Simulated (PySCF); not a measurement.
Ir: excitation energy

Ir [Xe] 4f14 5d7 6s2 (4F) → Ir [Xe] 4f14 5d8 6s1 (4F), as a difference of total energies. Computed with PySCF 2.14 in x2c-TZVPPall (11s7p7d3f1g, 97 functions), with scalar relativity by spin-free X2C-1e. Correlated levels: valence and next inner shell: [Kr] 4d10 4f14 frozen. The calculations carry no spin-orbit coupling.

```
                                method  excitation energy (cm⁻¹)
                                   UHF                    1699.7
    MP2 (valence and next inner shell)                    872.76
SCS-MP2 (valence and next inner shell)                    1781.7
   CCSD (valence and next inner shell)                    1829.6
CCSD(T) (valence and next inner shell)                    1949.1
```

Errors of the correlated levels include the incompleteness of this basis and the frozen core.

Problem. Which method comes closest to the reference value, and which is furthest?

Solution. The reference is 1111.6 cm⁻¹ (measured; NIST levels, between the centres of gravity of the two terms). Closest: MP2 (valence and next inner shell) (error -238.83 cm⁻¹); furthest: CCSD(T) (valence and next inner shell) (error 837.55 cm⁻¹).
